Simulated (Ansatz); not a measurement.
**Strength of the Te–H bond: SiH3(TeH) → SiH3Te + H**

Species: SiH3(TeH), singlet; SiH3Te `[SiH3][Te]`, doublet; H atom, doublet. 

Shapes, held fixed at every level: PBE0-D4/def2-TZVP. Programs: Ansatz 0.2.0. The zero-point and thermal change to 298 K, harmonic and unscaled (PBE0-D4/def2-TZVP), is -14.4 kJ/mol.

| level | kind | ΔH(298 K) (kJ/mol) | less CCSD(T)/def2-TZVPP | CPU time (sum over the molecules) |
| --- | --- | --- | --- | --- |
| PBE-D4/def2-TZVPP | GGA | +287.9 | -3.6 | 17 s |
| r2SCAN-D4/def2-TZVPP | meta-GGA | +286.0 | -5.5 | 58 s |
| BHLYP-D4/def2-TZVPP | global hybrid | +282.8 | -8.7 | 19 s |
| PBE0-D4/def2-TZVPP | global hybrid | +284.4 | -7.1 | 26 s |
| wB97X-V/def2-TZVPP | range-separated hybrid | +291.3 | -0.2 | 50 s |
| MP2/def2-SVP | perturbation theory | +262.5 | -29.0 | – |
| CCSD(T)/def2-SVP | coupled cluster or CI | +272.5 | -19.0 | 9.6 s |
| CCSD(T)/def2-TZVPP | coupled cluster or CI | +291.5 | 0.0 | 65 s |

The highest level, CCSD(T)/def2-TZVPP, gives ΔH(298 K) = +291.5 kJ/mol; the levels span +262.5 to +291.5. The column of differences is taken from that level and isn't an error. No measured value is set beside it here. Open shells run unrestricted unless RO is named. For atoms past krypton def2 sets carry core potentials with scalar relativity. Correlated rows may include outer-core shells of Te, which these sets cover unevenly. Times are processor times on shared x86 and Arm servers, and rough.
